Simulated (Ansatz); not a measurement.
## A barrier at the coupled-cluster level

Start structure (SnNH$_{5}$S, singlet), relaxed at PBE0-D4/def2-TZVP:

```
8
angstrom
Sn -0.6470 0.2681 0.2868
N 1.3742 0.2405 0.1982
S -1.3615 -1.1238 -1.5293
H -0.5098 -2.1071 -1.1925
H -1.3919 1.7803 -0.0061
H -1.0459 -0.3832 1.8118
H 1.8272 0.5935 1.0315
H 1.7546 0.7317 -0.6003
```

The step: SnNH₅S ([NH2][SnH2][SH]) → SnH₂S ([S][SnH2]) + NH₃ (still joined by a long Sn–N bond); bonds formed: N2–H4; bonds broken: S3–H4; bonds weakened to dative contacts: Sn1–N2. Computed with Ansatz 0.2.0 (basis: def2-TZVPP and def2-QZVPP); correlated methods freeze the cores. Filled d shells of the heavier atoms are correlated. Core potentials replace the inner electrons of the atoms past krypton. The def2 sets are not built for correlating such inner shells, so the correlated values are less sure here. Extrapolation: Hartree–Fock as exp(−7.88 √X), correlation as X^−2.97. Energies below are by CCSD(T) at an estimated basis limit (MP2 extrapolated from triple and quadruple zeta, plus CCSD(T) − MP2 in triple zeta).

Task: What are the electronic barrier and the energy of the step, from the start structure to the end structure? (Judge from chemistry; the value comes from the calculation.)

Result: The calculation gives: Barrier 88.6 kJ/mol; step energy 12.5 kJ/mol (uphill); reverse barrier, their difference, 76.1 kJ/mol. Barrier and step energy count from the start structure, the reverse barrier from the end structure.

The saddle point: One imaginary mode of 1305i cm⁻¹.
```tsv
pair	start (Å)	saddle (Å)	end (Å)
N2–H4	3.32	1.39	1.02
Sn1–N2	2.02	2.13	2.34
S3–H4	1.34	1.63	3.02
```

Zero-point energy (harmonic, PBE0-D4): ZPE is 126.1 kJ/mol at the start and 122.7 kJ/mol at the saddle, so the barrier goes from 88.6 to 85.2 kJ/mol.

First-order rate constant out of the start structure at 698 K by transition-state theory, with harmonic vibrational free energies alone and no tunnelling: ΔA‡ = 101.6 kJ/mol, so k = (kB T/h) exp(−ΔA‡/kB T) ≈ 10^6 s⁻¹ (an order of magnitude at best: rotation, the number of equivalent paths and anharmonicity are left out).

The T1 diagnostic stays at or below 0.015.

Labels in which every atom is bracketed show which atoms are joined, not bond orders.

For scale, one of the runs: CCSD(T)/def2-TZVPP, 193 basis functions, launched by `ansatz run in.yaml --threads 4 --pin off --events-out ev --progress --plain --max-ram 9574MiB`. Hardware: 4 CPU threads of an Intel Xeon, shared host. Wall time 64 s; peak host memory 2.4 GiB.
